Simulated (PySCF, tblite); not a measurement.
Isomers of C9H8F2, one GFN2-xTB conformer each. Single-point energies are computed at PBE0/pcSseg-1 (PySCF, gas phase, no added dispersion term), electronic only.

Question: Rank them by PBE0/pcSseg-1 energy, lowest first (kcal/mol).
A. `[CH2:1]=[CH:2][c:3]1[cH:4][cH:5][cH:6][cH:7][c:8]1[CH:9]([F:10])[F:11]` with C1–C2–C3–C4 36°, C7–C8–C9–F10 -13°
B. `[CH3:1][C:2]1=[CH:3][C@@H:4]2[C:5]([F:6])=[C:7]([F:8])[C@@H:9]3[C@H:10]1[C@H:11]23` with C2–C3–C4–C5 90°, C3–C4–C5–F6 82°, C5–C7–C9–C10 57°, C7–C9–C10–C11 -92°

Answer: A (0.0), B (40.9).

As drawn, the lower has an aromatic ring and two fluorines on one carbon, which the higher lacks; the higher has a three-membered ring, which the lower lacks. GFN2-xTB itself gives, in the same order: 0.0, 8.1. Both levels put the same isomer lowest.

Q: Which frontier levels, dipoles and rotational constants go with these structures?

A: 
```tsv
SMILES	HOMO (eV, PBE0/pcSseg-1)	LUMO (eV)	dipole (D)	A, B, C (MHz)
C=Cc1ccccc1C(F)F	-7.10	-1.31	2.44	1373, 1053, 643.4
CC1=C[C@@H]2C(F)=C(F)[C@@H]3[C@H]1[C@@H]32	-6.39	0.13	2.92	1693, 1025, 922.2
```

Q: What happens when harmonic zero-point energies from GFN2-xTB frequencies are added?

A: 
```tsv
SMILES	ZPE (kcal/mol)	electronic (kcal/mol)	with ZPE (kcal/mol)
C=Cc1ccccc1C(F)F	88.7	0.0	0.0
CC1=C[C@@H]2C(F)=C(F)[C@@H]3[C@H]1[C@@H]32	89.9	40.9	42.1
```

The zero-point energies span 1.2 kcal/mol. The order is unchanged.
